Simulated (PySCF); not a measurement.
Species: C5H3O4 (charge -1).
Numbering: `[O:1]=[CH:2][O:3][c:4]1[cH:5][cH:6][o:7][c:8]1[O-:9]` (hydrogens: H10 on C2; H11 on C5; H12 on C6)

Structure optimised with GFN2-xTB, isolated species.

(1) What internal coordinates does the optimisation give?

Results:

(1) 
```csv
bond,length (pm),order
O1=C2,121.7,double
C2–O3,129.9,single
O3–C4,139.1,single
C4–C5,141.6,aromatic
C5–C6,135.4,aromatic
C6–O7,137.1,aromatic
O7–C8,139.2,aromatic
C8–O9,123.4,single
C4–C8,141.2,aromatic
C2–H10,111.4,single
C5–H11,107.1,single
C6–H12,107.3,single
```

Orders are formal, as drawn. A selection of angles:
```csv
angle,degrees
O1–C2–O3,130.8
C2–O3–C4,124.3
O3–C4–C5,129.6
O3–C4–C8,122.0
C5–C4–C8,108.3
C4–C5–C6,106.2
C5–C6–O7,111.1
C6–O7–C8,108.2
O7–C8–O9,120.6
C4–C8–O7,106.2
C4–C8–O9,133.2
```

Torsions: O1–C2–O3–C4 0° (synperiplanar); C2–O3–C4–C5 0° (synperiplanar).

C8 (aromatic carbon bearing oxygen) is planar (angles 133.2°, 120.6° and 106.2°, sum 360.0°, 0.00 Å off the plane of its three neighbours). The 5-membered ring C4–C5–C6–O7–C8 has internal angles of 106.2° to 111.1°; it is planar, 0.00 Å rms from its mean plane, widest ring torsion 0°. C5 (aromatic CH carbon) is planar (angles 127.5°, 126.3° and 106.2°, sum 360.0°, 0.00 Å off the plane of its three neighbours). C2 (ester carbonyl carbon) is planar (angles 130.8°, 121.4° and 107.7°, sum 360.0°, 0.00 Å off the plane of its three neighbours). The C–C distances run from 1.354 Å (C5–C6, aromatic) to 1.416 Å (C4–C5, aromatic), a spread of 0.062 Å. The 6 C–O bonds span 1.217 Å (O1=C2, drawn double) to 1.392 Å (O7–C8, aromatic), a spread of 0.175 Å. C4 (aromatic carbon bearing oxygen) is planar (angles 129.6°, 122.0° and 108.3°, sum 360.0°, 0.00 Å off the plane of its three neighbours).

Point group: Cs (every atom within 0.08 Å of its image). Whether it is a minimum is left open (no frequencies).

One conformer stands for the species.

These are computed values.
